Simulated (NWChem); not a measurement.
**Total energies of vinylidene fluoride (C$_{2}$H$_{2}$F$_{2}$)**

SMILES: C=C(F)F
```xyz
6

C      0.0000     0.0000     1.3820
C      0.0000     0.0000     0.0583
F      1.0734     0.0000    -0.6935
F     -1.0734     0.0000    -0.6935
H     -0.9458     0.0000     1.9203
H      0.9458     0.0000     1.9203
```
Charge 0, spin multiplicity 1.

Everything below was run with NWChem. All single points use one geometry, from PBE0/def2-SVP, a minimum by its harmonic frequencies.

Basis set: cc-pVDZ (66 functions).

| method | total energy (Ha) |
|---|---|
| RHF | -275.75786 |
| MP2 | -276.38957 |
| B2PLYP | -276.84988 |
| PBE | -276.79193 |
| B3LYP | -277.07833 |
| LC-wPBE (omega 0.3 per bohr) | -276.85959 |
| CCSD(T) | -276.42840 |

Total energies of different functionals aren't comparable as a measure of quality: only differences taken within one method are. 

The correlated methods keep 4 core orbitals frozen. B3LYP has NWChem's definition, with VWN1-RPA local correlation. No row is a measurement; the coupled-cluster row has its own basis-set and correlation limits.
